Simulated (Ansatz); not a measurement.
System: C3H3, charge 1, multiplicity 1. It need not be the lowest isomer of its formula. 
Coordinates optimised at B3LYP-D3(BJ)/def2-TZVP (Ansatz, an electronic-structure program):
```xyz
6

C     -1.2055    -0.2741    -0.0114
C      0.1021     0.0232     0.0010
C      1.2954     0.2946     0.0123
H     -1.6059    -1.0478     0.6419
H     -1.8893     0.2530    -0.6751
H      2.3426     0.5327     0.0222
```
Charge +1, spin multiplicity 1.

Give the harmonic wavenumbers at B3LYP-D3(BJ)/def2-TZVP (Ansatz, finite differences of forces, unscaled).

274, 324, 632, 910, 1035, 1129, 1151, 1475, 2134, 3103, 3201, 3365 cm⁻¹. Zero-point energy 26.8 kcal/mol.

From these and the geometry, give the ideal-gas thermochemistry at 298.15 K and 1 atm (rigid rotor, harmonic oscillator).

Point group C2v, rotational symmetry number 2. Rotational constants 285.9, 9.728, 9.408 GHz. S(trans) 36.92, S(rot) 18.67, S(vib) 3.59, S(elec, spin only) 0.00, S 59.2 cal/(mol K). H(298) - H(0) 3.07 kcal/mol; G - E(el) 12.2 kcal/mol.
